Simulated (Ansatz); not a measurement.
**A family of molecules: the HOMO–LUMO gap**

All atoms of one element are swapped for its congeners: C2H5O (methoxymethyl) `[CH2]OC`; Si2H5O `[SiH2]O[SiH3]`; Ge2H5O `[GeH2][O][GeH3]`. All are doublets with charge 0.

Shapes, held fixed at every level: PBE0-D4/def2-TZVP. Flexible molecules stand in one conformer, not always the lowest. Programs: Ansatz 0.2.0. Values in eV.

**Question.** How should the HOMO–LUMO gap change along the series?

**Answer.** At wB97X-V/def2-TZVPP the HOMO–LUMO gap falls at every step, from 8.86 to 7.46 eV. 5 of 6 levels show this order throughout; 5 agree on the largest and the smallest. Open shells run unrestricted unless RO is named. Relativity is left out for Ge unless named. Orbital gaps aren't excitation energies, and the LUMO depends on the basis.

```json
{"level": "SPW92/def2-TZVPP", "C2H5O": "1.27", "Si2H5O": "1.25", "Ge2H5O": "0.95"}
{"level": "r2SCAN-D4/def2-TZVPP", "C2H5O": "2.85", "Si2H5O": "2.58", "Ge2H5O": "2.05"}
{"level": "BHLYP-D4/def2-TZVPP", "C2H5O": "6.88", "Si2H5O": "5.59", "Ge2H5O": "5.22"}
{"level": "PBE0-D4/def2-TZVPP", "C2H5O": "4.47", "Si2H5O": "3.84", "Ge2H5O": "3.41"}
{"level": "wB97M-V/def2-TZVPP", "C2H5O": "8.46", "Si2H5O": "7.22", "Ge2H5O": "7.22"}
{"level": "wB97X-V/def2-TZVPP", "C2H5O": "8.86", "Si2H5O": "7.75", "Ge2H5O": "7.46"}
```
